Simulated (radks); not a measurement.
Spherical quantum dot in the effective-mass picture: electrons in a parabolic well V = omega^2 r^2 / 2 with omega = 1.06, with a point charge +1 (a donor) at the centre, all in effective atomic units (hartree* = m*/eps^2 hartree, bohr* = eps/m* bohr), one dielectric constant everywhere. Calculated with a radial shooting solver with Libxc functionals: non-relativistic Kohn-Sham, PBEsol, spin-polarised, spherical densities. Levels are named by radial order and angular momentum (1s, 1p, 1d, 2s, ...), and open shells are averaged over m.

N = 25, configuration 1s2 1p6 1d10 2s2 1f(up 5, down 0). This is the lowest configuration that the search found. Occupied and some empty levels:

level    occupation  eigenvalue (hartree*)  <r> (bohr*)
1s up             1                 11.899        1.378
1s down           1                 11.915        1.345
1p up             3                 12.530        2.039
1p down           3                 12.575        2.011
2s up             1                 12.943        2.002
2s down           1                 12.990        2.011
1d up             5                 13.078        2.360
1d down           5                 13.138        2.345
1f up             5                 13.667        2.593
1f down           0                 13.734        2.586
2p up             0                 13.790        2.245
2p down           0                 13.832        2.255
1g up             0                 14.304        2.784
1g down           0                 14.374        2.784
2d up             0                 14.526        2.500
2d down           0                 14.570        2.507

Energy (hartree*): total 202.128, kinetic 25.607, external 62.433, Hartree 125.99, exchange-correlation -11.906.

Electron density:

r (bohr*)  n(r) (e/bohr*^3)
0.0931                1.167
0.444                0.5792
0.795                0.3197
1.15                 0.2413
1.50                 0.2460
1.85                 0.2584
2.20                 0.2334
2.55                 0.1682
2.90                0.09238
3.25                0.03737
3.60                0.01099
3.96               0.002373
4.31              0.0003716
4.66             0.00004255
